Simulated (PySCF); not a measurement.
**Correlation energy of Ca (calcium, neutral)**

[Ar] 4s2, closed-shell 1S. All numbers are calculated (PySCF 2.14, scalar relativity by spin-free X2C-1e, in x2c-TZVPall (6s5p3d, 36 functions)). Frozen: [Ar]; 2 electrons correlated.

Total MP2 correlation energy: -18.46 mhartree.

Same-spin part 0.00 and opposite-spin part -18.46 mhartree; SCS-MP2 scales them by 1/3 and 6/5 to -22.16 mhartree.

With two correlated electrons CCSD is exact within the correlated space (frozen core and kept virtual orbitals).

```
level  correlation energy (mhartree)
 CCSD                         -28.20
```

Diagnostics: T1 = 0.013, D1 = 0.0179, largest double amplitude 0.123.

Cost of the coupled-cluster step: 0.08 s of wall time on 1 thread of Neoverse-V1 (shared host), for 2 correlated electrons.
